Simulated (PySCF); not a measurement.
**Spinor energies of Au⁴⁴⁺ (gold, charge +44)**

Start: [Ar] 3d10 4s2 4p5; 4p1/2 filled at m_j = +1/2; 4p3/2 filled at m_j = -3/2, -1/2, +1/2, +3/2. Calculated with PySCF 2.14 in an even-tempered Gaussian basis (16 s from 5.8 bohr⁻², ratio 2.8; 14 p from 7.5 bohr⁻², ratio 2.8; 8 d from 13 bohr⁻², ratio 2.8; 4 f from 35 bohr⁻², ratio 3): generalised Hartree-Fock with the X2C-1e Hamiltonian and a Gaussian nucleus; one run each with spin-orbit coupling (SO) screened by Boettger's factors, then bare. This is a chosen level, not necessarily the ground level.

```json
{"spinor shell": "1s1/2", "electrons": "2", "ε, screened SO (eV)": "-83327.9", "ε, bare SO (eV)": "-83326.1", "weight of nominal j (bare SO)": "1.000", "rms radius, bare SO (bohr)": "0.0190"}
{"spinor shell": "2s1/2", "electrons": "2", "ε, screened SO (eV)": "-16636.0", "ε, bare SO (eV)": "-16635.4", "weight of nominal j (bare SO)": "1.000", "rms radius, bare SO (bohr)": "0.0768"}
{"spinor shell": "2p1/2", "electrons": "2", "ε, screened SO (eV)": "-16021.5", "ε, bare SO (eV)": "-16063.7", "weight of nominal j (bare SO)": "1.000", "rms radius, bare SO (bohr)": "0.0649"}
{"spinor shell": "2p3/2", "electrons": "4", "ε, screened SO (eV)": "-14179.3", "ε, bare SO (eV)": "-14166.4", "weight of nominal j (bare SO)": "1.000", "rms radius, bare SO (bohr)": "0.0730"}
{"spinor shell": "3s1/2", "electrons": "2", "ε, screened SO (eV)": "-5564.6", "ε, bare SO (eV)": "-5564.5", "weight of nominal j (bare SO)": "1.000", "rms radius, bare SO (bohr)": "0.194"}
{"spinor shell": "3p1/2", "electrons": "2", "ε, screened SO (eV)": "-5293.0", "ε, bare SO (eV)": "-5302.6", "weight of nominal j (bare SO)": "1.000", "rms radius, bare SO (bohr)": "0.185"}
{"spinor shell": "3d3/2", "electrons": "4", "ε, screened SO (eV)": "-4433.3", "ε, bare SO (eV)": "-4441.6", "weight of nominal j (bare SO)": "1.000", "rms radius, bare SO (bohr)": "0.174"}
{"spinor shell": "3d5/2", "electrons": "6", "ε, screened SO (eV)": "-4342.2", "ε, bare SO (eV)": "-4337.1", "weight of nominal j (bare SO)": "1.000", "rms radius, bare SO (bohr)": "0.179"}
{"spinor shell": "4s1/2", "electrons": "2", "ε, screened SO (eV)": "-2565.8", "ε, bare SO (eV)": "-2565.8", "weight of nominal j (bare SO)": "1.000", "rms radius, bare SO (bohr)": "0.408"}
{"spinor shell": "4p1/2", "electrons": "1", "ε, screened SO (eV)": "-2455.8", "ε, bare SO (eV)": "-2458.9", "weight of nominal j (bare SO)": "1.000", "rms radius, bare SO (bohr)": "0.400"}
{"spinor shell": "4p3/2", "electrons": "4", "ε, screened SO (eV)": "-2316.2", "ε, bare SO (eV)": "-2315.2", "weight of nominal j (bare SO)": "1.000", "rms radius, bare SO (bohr)": "0.423"}
```

Problem. Where does 3p3/2 lie, and what is the 3p spin-orbit splitting (bare SO)?

Solution. At -4864.1 eV, 438.52 eV above 3p1/2.

| quantity | screened SO | bare SO |
| --- | --- | --- |
| E (hartree) | -17722.62688 | -17724.32794 |
| M_J | 1/2 | 1/2 |
| ⟨J²⟩ | 0.751 | 0.751 |
| ⟨L²⟩ | 2.087 | 2.093 |
| ⟨S²⟩ | 0.835 | 0.841 |

Each row is a mean over spinors that exchange with the open shell spreads, by up to 7.653 eV (3p1/2).

Breit and QED terms are absent; they matter most for the inner s and p1/2 levels.

Densities and radii are taken from the X2C orbitals without a picture-change correction, which distorts them close to the nucleus.
